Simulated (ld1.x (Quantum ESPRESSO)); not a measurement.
## Transferability test, TM potential for iodine

iodine, norm-conserving Troullier–Martins (Kleinman–Bylander form), made with ld1.x (Quantum ESPRESSO) 7.5 (LDA (PZ), scalar-relativistic). Core [Kr], reference 4d10 5s2 5p4.5 (charge +0.5). Waves: 5s (bound): rc 1.60 bohr; 5p (bound): rc 1.80 bohr; 4d (bound): rc 1.40 bohr; 4f channel at 0.45 Ry: rc 1.70 bohr. Local part: all-electron potential smoothed inside 1.45 bohr (lloc = -1). Core correction: none.

Energies are relative to the spin-unpolarised reference configuration 4d10 5s2 5p4.5; without spin polarisation the order of configurations can differ from experiment. Spin-polarised rows fill each open shell by Hund’s rule, majority spin first. The frozen-core shift is the all-electron ΔE with the core orbitals held at their reference shape minus the fully relaxed ΔE.

| valence configuration | charge | ΔE all-electron (eV) | error AE − PS (meV) | frozen-core shift (meV) |
| --- | --- | --- | --- | --- |
| 4d10 5s2 5p5 | 0 | -4.615 | +3.6 | -0.9 |
| 4d10 5s2 5p4 | +1 | 6.690 | +1.0 | +1.4 |
| 4d10 5s2 5p3 | +2 | 26.754 | +24 | +6.4 |
| 4d10 5s2 5p2 | +3 | 56.368 | +80 | +16 |
| 4d10 5s2 5p1 | +4 | 96.170 | +141 | +34 |
| 4d9 5s2 5p6 | 0 | 41.160 | -8.1 | +158 |
| 4d10 5s2 5p4.5 (spin-polarised) | +0.5 | -0.293 | +8.6 | +0.1 |
| 4d10 5s2 5p5 (spin-polarised) | 0 | -4.735 | +7.3 | -0.8 |

Problem. What are ΔE and the potential's error for 4d10 5s2 5p5.3?

Solution. ΔE = -6.444 eV all-electron; the error (AE − PS) is +6.8 meV.

A variational frozen-core shift is positive and of second order in the change. This column holds negative values, so the frozen-core run of ld1.x carries numerical noise or an error of first order here, and the column gives no more than the rough size of the effect.

Note: ghost state, extra bound levels that the all-electron valence spectrum of the same l lacks: s at -91.8 eV. A true bound ghost makes a file unfit for plane-wave use.
